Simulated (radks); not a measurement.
Effect of the nuclear size on the vanadium ion V2+, [Ar] 3d3. Calculated with a radial shooting solver on a logarithmic mesh with Libxc functionals: Dirac Kohn-Sham, exchange-only LDA, spin-unpolarised, spherical densities, finite nucleus; open shells fill j = l - 1/2 first; Fermi nuclear charge, rms radius 3.6002 fm. The rms radius is varied about that value; shifts are against it.

| rms radius (fm) | total energy shift (eV) | density at nucleus (e/bohr^3) | 1s1/2 shift (meV) | 2s1/2 shift (meV) | 3s1/2 shift (meV) |
|---|---|---|---|---|---|
| 3.0278 | -0.0174 | 9876 | -7.36 | -0.630 | -0.089 |
| 3.3914 | -0.00667 | 9838 | -2.83 | -0.242 | -0.034 |
| 3.6002 | 0 | 9818 | 0.000 | 0.000 | 0.000 |
| 3.8234 | 0.00755 | 9799 | 3.20 | 0.274 | 0.039 |
| 4.1006 | 0.0175 | 9776 | 7.44 | 0.637 | 0.090 |

Slopes of the eigenvalues against <r^2> in GHz/fm^2, as finite differences over the two radii next to the reference (eigenvalue slopes, not the field-shift constants of lines): 1s1/2 468, 2s1/2 40.0, 3s1/2 5.65.
